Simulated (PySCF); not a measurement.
Molecule: `O(CC)[C@H]1CC=NC1`, C6H11NO.

Cartesian coordinates in Å; atom numbers follow the order of the lines, from 1:
```xyz
19

C    -2.947    0.285    0.305
C    -1.693   -0.370   -0.251
O    -0.589    0.448    0.065
C     0.650   -0.027   -0.409
C     1.691    1.095   -0.274
C     2.717    0.473    0.626
N     2.492   -0.703    1.007
C     1.245   -1.175    0.462
H    -2.866    0.380    1.384
H    -3.819   -0.317    0.062
H    -3.066    1.277   -0.121
H    -1.769   -0.480   -1.345
H    -1.566   -1.374    0.179
H     0.537   -0.357   -1.454
H     2.124    1.397   -1.228
H     1.233    1.967    0.194
H     3.605    0.998    0.942
H     0.579   -1.419    1.294
H     1.432   -2.088   -0.106
```

Frames of a GFN2-xTB Langevin trajectory at 300 K; GIAO PBE0/pcSseg-1 shieldings in PySCF, gas phase, non-relativistic; equivalent atoms averaged within each frame.

Referencing at the same level of theory: ¹³C (186.93 ppm) and ¹H (31.72 ppm) against TMS; ¹⁷O (336.08 ppm) vs H2O; ¹⁵N (267.73 ppm) vs NH3. The references are static minima.

Problem. How do the shifts (ppm) fluctuate along the trajectory?

Solution. 
```tsv
time (fs)	C6	C4	C8	C2	C5	C1	O3	N7	H17	H19
250	171.5	80.8	70.5	69.0	51.6	21.3	71.4	380.9	7.06	4.34
425	168.0	86.9	70.4	78.7	48.9	23.6	86.2	382.2	7.21	3.63
625	172.3	91.2	70.1	68.3	43.3	24.6	83.0	384.1	7.96	3.65
800	169.9	73.9	65.3	60.6	54.5	18.0	76.3	369.5	7.68	3.73
1000	166.2	74.3	64.4	61.8	53.5	26.1	56.0	387.2	7.19	4.05
mean of frames	169.6	81.4	68.1	67.7	50.4	22.7	74.6	380.8	7.42	3.88
standard deviation	2.5	7.7	3.0	7.2	4.5	3.2	11.9	6.7	0.38	0.31
```

5 frames give an uncertainty of the mean of about the standard deviation over 2.2 at best, since frames this close in time may not be independent; classical motion lacks zero-point vibration, and the reference would need the same averaging.
